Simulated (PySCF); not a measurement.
**Optical rotation: `C=C[C@H]1[C@H](C)C[P@@H]1=S`, C6H11PS**

Cartesian coordinates in Å; atom numbers follow the order of the lines, from 1:
```xyz
19

C     0.270   -2.845    0.444
C     0.308   -1.576    0.812
C     0.289   -0.435   -0.131
C    -0.562    0.806    0.239
C    -1.960    0.814   -0.350
C     0.396    1.884   -0.315
P     1.798    0.675   -0.245
S     3.191    0.525   -1.569
H     0.308   -3.645    1.163
H     0.206   -3.132   -0.592
H     0.376   -1.311    1.861
H     0.061   -0.772   -1.149
H    -0.622    0.891    1.327
H    -2.535   -0.025    0.037
H    -1.920    0.734   -1.434
H    -2.476    1.735   -0.090
H     0.473    2.809    0.252
H     0.179    2.121   -1.359
H     2.211    0.758    1.091
```

Level of theory: TDDFT B3LYP/def2-SVPD circular dichroism and optical rotation, one conformer, gas phase in PySCF. Geometry: GFN2-xTB.

The molecule is flexible and this is one conformer; a measurement averages over conformers. States above about 6.3 eV (minus the energy of the highest occupied orbital) lie near or above the ionisation threshold and depend on the basis.

Stereocentres: C3 S, C4 R, P7 S.

Problem. What is the specific rotation at 633, 589.3, 546, 436, 405, 365, 355 nm?

Solution. [α] in deg dm⁻¹ (g/mL)⁻¹:
```tsv
λ (nm)	origin-invariant length gauge	modified velocity gauge	length gauge (centre of mass)	isotropic polarisability (au)
633	-74.4	-66.7	-74.0	125.3
589.3	-89.9	-80.8	-89.3	126.1
546	-111.0	-100.0	-110.4	127.0
436	-225.8	-205.8	-224.3	131.0
405	-297.5	-272.5	-295.4	133.0
365	-466.2	-431.0	-462.9	136.6
355	-534.3	-495.4	-530.5	137.8
```

Problem. And for the mirror image at 589.3 nm?

Solution. +89.9 deg dm⁻¹ (g/mL)⁻¹ (origin-invariant length gauge): the same size and the opposite sign.

Problem. What is the molar rotation [Φ] = [α]·M/100 of the geometry above at 589.3 nm?

Solution. With M = 146.19 g/mol, -131.4 deg cm² dmol⁻¹ (origin-invariant length gauge).

The first excitation lies at 4.87 eV (255 nm) with R = -9.6 × 10⁻⁴⁰ esu² cm² (velocity form).
